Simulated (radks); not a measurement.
Results of a calculation; reference values are marked as such.
Species: neutral holmium. Configuration: [Xe] 4f11 6s2. Code: a radial shooting solver on a logarithmic mesh with Libxc functionals. Model: scalar-relativistic Kohn-Sham, BLYP, spin-unpolarised, spherical densities, point nucleus.

Radial electron density D(r) = 4 pi r^2 rho(r):

r (bohr)  D(r) (e/bohr)
0.001187          6.587
0.001393          8.468
0.001622          10.70
0.001903          13.62
0.002216          17.02
0.002579          21.12
0.003027          26.28
0.003524          32.03
0.004135          38.99
0.004814          46.39
0.005649          54.81
0.006577          63.10
0.007656          71.23
0.008985          78.97
0.01046           84.88
0.01227           88.88
0.01429           90.11
0.01677           88.73
0.01952           85.54
0.02273           81.90
0.02667           79.69
0.03105           81.14
0.03644           87.68
0.04242           98.03
0.04978           110.2
0.05795           118.5
0.06746           119.7
0.07917           112.4
0.09216           100.9
0.1082            91.91
0.1259            91.97
0.1478            100.1
0.172             106.9
0.2002            103.1
0.235             85.05
0.2736            63.36
0.321             49.32
0.3737            49.22
0.4386            55.60
0.5106            56.94
0.5944            49.45
0.6975            36.36
0.812             25.24
0.9529            17.93
1.109             14.10
1.302             11.12
1.516             8.234
1.764             5.443
2.07              3.157
2.41              1.825
2.829             1.131
3.293            0.8350
3.864            0.6442
4.499            0.4713
5.237            0.3015
6.146            0.1570
7.155           0.06931
8.396           0.02322
9.775          0.006440
11.47          0.001254
13.35         0.0001948

D(r) has 4 maxima, at r = 0.0143, 0.0638, 0.178, 0.487 bohr, and minima at 0.0273, 0.116, 0.345 bohr, inside which lie 1.93, 11.10, 29.50 electrons.
